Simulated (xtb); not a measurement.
C$_{6}$H$_{11}$O (SMILES [CH2]C(C)CC(C)=O), doublet, at a GFN2-xTB geometry; GFN2-xTB (xtb).

xtb was given this input:
```
$ xtb mol.xyz --gfn 2 --uhf 1 --hess --json

# file mol.xyz
18

C     -1.65634730     1.87644218    -0.36374093
C     -0.95294037     0.59143025    -0.45007657
C     -1.88348433    -0.59191470    -0.19904834
C      0.21475076     0.58077831     0.60352342
C      1.13290251    -0.58691461     0.34703274
C      2.26085605    -0.29995557    -0.61177397
O      0.96462992    -1.67010032     0.85157167
H     -2.48157420     1.99773403     0.31076320
H     -1.25949758     2.75053785    -0.84352557
H     -0.48813316     0.49254899    -1.43902477
H     -2.62839017    -0.65616209    -0.98871208
H     -2.39751921    -0.47206496     0.75176355
H     -1.32384492    -1.52292057    -0.17051116
H     -0.22966139     0.49164889     1.59477409
H      0.76497174     1.51843168     0.52816450
H      1.89641650     0.24134051    -1.48135408
H      2.73905432    -1.22539475    -0.92137717
H      2.99671484     0.32590792    -0.10903183
```

Q: What does xtb print? Leave out banner, timings and long lists.

A: 
```
   ID    Z sym.   atoms
    1    6 C      1-6
    2    8 O      7
    3    1 H      8-18

           -------------------------------------------------
          |                Calculation Setup                |
           -------------------------------------------------

           -------------------------------------------------
          |                 G F N 2 - x T B                 |
           -------------------------------------------------

          ...................................................
          :                      SETUP                      :
          :.................................................:
          :  # basis functions                  39          :
          :  # atomic orbitals                  39          :
          :  # shells                           25          :
          :  # electrons                        41          :
          :  max. iterations                   250          :
          :  Hamiltonian                  GFN2-xTB          :
          :  restarted?                      false          :
          :  GBSA solvation                  false          :
          :  PC potential                    false          :
          :  electronic temp.          300.0000000     K    :
          :  accuracy                    1.0000000          :
          :  -> integral cutoff          0.2500000E+02      :
          :  -> integral neglect         0.1000000E-07      :
          :  -> SCF convergence          0.1000000E-05 Eh   :
          :  -> wf. convergence          0.1000000E-03 e    :
          :  Broyden damping             0.4000000          :
          :  net charge                          0          :
          :  unpaired electrons                  1          :
          ...................................................

 iter      E             dE          RMSdq      gap      omega  full diag
   1    -22.6667169 -0.226667E+02  0.355E+00    2.81       0.0  T
   2    -22.7217072 -0.549903E-01  0.187E+00    2.00       1.0  T
   3    -22.7282672 -0.656007E-02  0.120E+00    2.35       1.0  T
   4    -22.7321888 -0.392152E-02  0.205E-01    1.92       1.0  T
   5    -22.7323948 -0.205989E-03  0.804E-02    2.05       1.0  T
   6    -22.7324283 -0.335501E-04  0.359E-02    2.02       1.0  T
   7    -22.7324295 -0.124464E-05  0.120E-02    2.03       2.0  T
   8    -22.7324299 -0.347955E-06  0.228E-03    2.03      10.4  T
   9    -22.7324299 -0.444570E-08  0.113E-03    2.03      20.8  T
  10    -22.7324299 -0.442494E-08  0.285E-04    2.03      82.6  T
  11    -22.7324299 -0.297213E-09  0.911E-05    2.03     258.6  T

   *** convergence criteria satisfied after 11 iterations ***

         :::::::::::::::::::::::::::::::::::::::::::::::::::::
         ::                     SUMMARY                     ::
         :::::::::::::::::::::::::::::::::::::::::::::::::::::
         :: total energy             -22.428482797238 Eh    ::
         :: gradient norm              0.000026716627 Eh/a0 ::
         :: HOMO-LUMO gap              2.025934860798 eV    ::
         ::.................................................::
         :: SCC energy               -22.732389707025 Eh    ::
         :: -> isotropic ES            0.028617604438 Eh    ::
         :: -> anisotropic ES          0.003986072913 Eh    ::
         :: -> anisotropic XC          0.012116736133 Eh    ::
         :: -> dispersion             -0.011118300820 Eh    ::
         :: repulsion energy           0.303906909786 Eh    ::
         :: add. restraining           0.000000000000 Eh    ::
         :: total charge              -0.000000000000 e     ::
         :::::::::::::::::::::::::::::::::::::::::::::::::::::

           -------------------------------------------------
          |                Numerical Hessian                |
           -------------------------------------------------
step length          :   0.00500
SCC accuracy         :   0.30000
Hessian scale factor :   1.00000
frozen atoms in %    :   0.00000    0
RMS gradient         :   0.00003
estimated CPU  time      0.01 min

writing file <hessian>.

 projected vibrational frequencies (cm⁻¹)
eigval :       -0.00    -0.00    -0.00    -0.00     0.00     0.00
eigval :       37.37    91.01   113.20   153.91   171.49   207.19
eigval :      286.21   346.88   391.41   443.74   508.80   551.69
eigval :      573.34   834.90   856.01   908.58   912.40   958.76
eigval :      982.24   994.48  1079.28  1106.56  1161.67  1180.78
eigval :     1203.84  1234.89  1274.29  1326.22  1368.14  1401.30
eigval :     1417.42  1447.42  1458.31  1462.10  1495.72  1497.65
eigval :     1755.44  2898.14  2997.34  3006.65  3017.33  3035.58
eigval :     3038.09  3040.47  3053.87  3056.25  3128.70  3171.61
           -------------------------------------------------
          |                Property Printout                |
           -------------------------------------------------

    * Orbital Energies and Occupations

         #    Occupation            Energy/Eh            Energy/eV
      -------------------------------------------------------------
         1        2.0000           -0.7088425             -19.2886
       ...           ...                  ...                  ...
         9        2.0000           -0.5360557             -14.5868
        10        2.0000           -0.5298069             -14.4168
        11        2.0000           -0.5062902             -13.7769
        12        2.0000           -0.4951092             -13.4726
        13        2.0000           -0.4849654             -13.1966
        14        2.0000           -0.4787488             -13.0274
        15        2.0000           -0.4711851             -12.8216
        16        2.0000           -0.4683276             -12.7438
        17        2.0000           -0.4495312             -12.2324
        18        2.0000           -0.4472531             -12.1704
        19        2.0000           -0.4387661             -11.9394
[...]
eigval :     1755.44  2898.14  2997.34  3006.65  3017.33  3035.58
eigval :     3038.09  3040.47  3053.87  3056.25  3128.70  3171.61
 reduced masses (amu)
   1:  9.57   2: 12.35   3: 11.26   4: 10.49   5: 10.84   6: 10.92   7: 10.22   8:  9.15
   9:  2.06  10:  1.58  11:  9.06  12:  2.74  13:  8.53  14:  9.13  15:  7.55  16:  6.67
  17:  9.41  18:  6.73  19:  9.01  20:  8.95  21:  8.95  22:  4.09  23:  5.72  24:  6.27
  25:  5.44  26:  5.97  27:  6.20  28:  5.40  29:  7.27  30:  7.39  31:  6.60  32:  3.59
  33:  2.39  34:  5.44  35:  3.28  36:  3.21  37:  3.01  38:  1.90  39:  1.91  40:  1.68
  41:  1.57  42:  1.56  43: 13.29  44:  1.74  45:  1.69  46:  1.80  47:  1.81  48:  1.54
  49:  1.95  50:  1.62  51:  1.58  52:  1.81  53:  1.43  54:  2.14
 IR intensities (km·mol⁻¹)
   1:  0.96   2:  1.34   3:  0.83   4:  0.45   5:  0.11   6:  0.57   7:  3.74   8:  2.20
   9:  1.99  10:  0.08  11:  0.59  12:  0.30  13:  2.51  14:  0.22  15:  2.01  16:  2.34
  17: 20.94  18: 39.35  19:  2.47  20:  3.71  21:  5.47  22:  0.44  23:  7.86  24:  1.34
  25: 35.00  26:  7.74  27: 16.34  28:  2.97  29: 27.88  30: 66.65  31: 97.43  32: 50.05
  33:  8.56  34:  5.61  35: 35.92  36:  1.55  37:  5.93  38:  7.10  39:  3.14  40:  9.98
  41:  2.45  42:  2.58  43:415.24  44: 37.61  45: 19.79  46: 17.52  47: 10.22  48:  6.12
  49: 40.67  50: 25.52  51: 12.64  52: 13.47  53: 15.49  54: 32.77
 Raman intensities (Ä⁴*amu⁻¹)
   1:  0.00   2:  0.00   3:  0.00   4:  0.00   5:  0.00   6:  0.00   7:  0.00   8:  0.00
   9:  0.00  10:  0.00  11:  0.00  12:  0.00  13:  0.00  14:  0.00  15:  0.00  16:  0.00
  17:  0.00  18:  0.00  19:  0.00  20:  0.00  21:  0.00  22:  0.00  23:  0.00  24:  0.00
  25:  0.00  26:  0.00  27:  0.00  28:  0.00  29:  0.00  30:  0.00  31:  0.00  32:  0.00
  33:  0.00  34:  0.00  35:  0.00  36:  0.00  37:  0.00  38:  0.00  39:  0.00  40:  0.00
  41:  0.00  42:  0.00  43:  0.00  44:  0.00  45:  0.00  46:  0.00  47:  0.00  48:  0.00
Molecule has no symmetry elements
It seems to be the C1 point group
  49:  0.00  50:  0.00  51:  0.00  52:  0.00  53:  0.00  54:  0.00
 output can be read by thermo (or use thermo option).
 writing <g98.out> molden fake output.
 recommended (thermochemical) frequency scaling factor: 1.0
           -------------------------------------------------
          |             Thermodynamic Functions             |
           -------------------------------------------------

c1  symmetry found (for desy threshold:  0.10E+00) used in thermo

          ...................................................
          :                      SETUP                      :
          :.................................................:
          :  # frequencies                          48      :
          :  # imaginary freq.                       0      :
          :  linear?                             false      :
          :  only rotor calc.                    false      :
          :  symmetry                               c1      :
          :  rotational number                       1      :
          :  scaling factor                  1.0000000      :
          :  rotor cutoff                   50.0000000 cm⁻¹ :
          :  imag. cutoff                  -20.0000000 cm⁻¹ :
          :.................................................:

    mode    ω/cm⁻¹     T·S(HO)/kcal·mol⁻¹    T·S(FR)/kcal·mol⁻¹   T·S(vib)
   ------------------------------------------------------------------------
       1     37.37    -1.60825 ( 23.77%)    -1.14232 ( 76.23%)    -1.25309
       2     91.01    -1.08475 ( 91.65%)    -0.87891 (  8.35%)    -1.06757
       3    113.20    -0.95806 ( 96.33%)    -0.81432 (  3.67%)    -0.95279
       4    153.91    -0.78214 ( 98.90%)    -0.72334 (  1.10%)    -0.78149
       5    171.49    -0.72124 ( 99.28%)    -0.69131 (  0.72%)    -0.72103
       6    207.19    -0.61666 ( 99.66%)    -0.63532 (  0.34%)    -0.61673
       7    286.21    -0.44611 ( 99.91%)    -0.53963 (  0.09%)    -0.44620
   ------------------------------------------------------------------------

   temp. (K)  partition function   enthalpy   heat capacity  entropy
                                   cal/mol     cal/K/mol   cal/K/mol   J/K/mol
 298.15  VIB   675.                 4165.813     26.000     25.650
         ROT  0.266E+06              888.752      2.981     27.802
         INT  0.179E+09             5054.565     28.981     53.453
         TR   0.955E+27             1481.254      4.968     39.675
         TOT                        6535.8189    33.9492    93.1271   389.6439

       T/K    H(0)-H(T)+PV         H(T)/Eh          T*S/Eh         G(T)/Eh
   ------------------------------------------------------------------------
    298.15    0.104155E-01    0.162230E+00    0.442477E-01    0.117982E+00
   ------------------------------------------------------------------------

         :::::::::::::::::::::::::::::::::::::::::::::::::::::
         ::                  THERMODYNAMIC                  ::
         :::::::::::::::::::::::::::::::::::::::::::::::::::::
         :: total free energy         -22.310500977367 Eh   ::
         ::.................................................::
         :: total energy              -22.428482797260 Eh   ::
         :: zero point energy           0.151814034668 Eh   ::
         :: G(RRHO) w/o ZPVE           -0.033832214774 Eh   ::
         :: G(RRHO) contrib.            0.117981819894 Eh   ::
         :::::::::::::::::::::::::::::::::::::::::::::::::::::

           -------------------------------------------------
          | TOTAL ENERGY              -22.428482797260 Eh   |
          | TOTAL ENTHALPY            -22.266253272280 Eh   |
          | TOTAL FREE ENERGY         -22.310500977367 Eh   |
          | GRADIENT NORM               0.000026808465 Eh/α |
          | HOMO-LUMO GAP               2.025937228723 eV   |
           -------------------------------------------------

normal termination of xtb
```
